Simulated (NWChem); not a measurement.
# C$_{2}$H$_{6}$FNSi; SMILES F[SiH2]/N=C/C

```xyz
11

C     -0.1855     2.7662     0.0000
C     -0.3702     1.2756     0.0005
N      0.6018     0.4559    -0.0007
Si     0.5335    -1.2702     0.0002
F     -0.9862    -1.8357    -0.0003
H     -0.6760     3.2084     0.8776
H      0.8763     3.0228     0.0040
H     -0.6681     3.2063    -0.8832
H     -1.4220     0.9403     0.0016
H      1.2087    -1.7570     1.2255
H      1.2103    -1.7585    -1.2236
```
Atoms are numbered in this order, from 1.

All runs: NWChem. Pople sets run with spherical d functions. The geometry was optimised at B3LYP/6-31G* (spherical d). Ions are spin-unrestricted doublets at the neutral geometry; other ion states weren't tried. Functional: LC-ωPBE (HJS hole) with 6-31G*; rows give the range parameter ω in 1/bohr.

**Question.** At which range parameter does −ε(HOMO) equal the ΔSCF ionisation energy (optimal tuning)?

**Answer.** about 0.33 per bohr, by linear interpolation in these runs:
```csv
range parameter (1/bohr),"vertical ionisation energy, ΔSCF (eV)",−ε(HOMO) (eV),ΔSCF minus −ε(HOMO) (eV)
0.20,9.35,8.40,0.95
0.25,9.41,8.88,0.53
0.30,9.47,9.30,0.17
0.35,9.52,9.66,-0.14
0.60,9.65,10.82,-1.17
```
